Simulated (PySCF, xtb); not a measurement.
C₆H₆N, SMILES Nc1[c]cccc1, multiplicity 2. One conformer was computed; it need not be the lowest.

Harmonic wavenumbers (cm⁻¹) from GFN2-xTB run with xtb 6.7.1 at its own minimum, in rising order: 197, 334, 358, 374, 473, 486, 558, 584, 616, 748, 810, 824, 879, 894, 963, 1013, 1075, 1137, 1161, 1224, 1283, 1316, 1424, 1452, 1498, 1524, 1625, 3049, 3065, 3069, 3083, 3457, 3511.

Task: What does PBE-D3(BJ)/def2-SVP run with PySCF give at its own minimum? (An estimate is asked for; the answer gives what the named calculation found.)

Result: 207, 340, 371, 394, 466, 506, 524, 608, 665, 709, 793, 817, 887, 942, 944, 1012, 1029, 1102, 1126, 1225, 1298, 1366, 1436, 1459, 1539, 1567, 1640, 3084, 3100, 3117, 3132, 3496, 3609. Paired by order, the mean absolute difference is 28 cm⁻¹ and the zero-point energies are 63.0 and 63.6 kcal/mol.
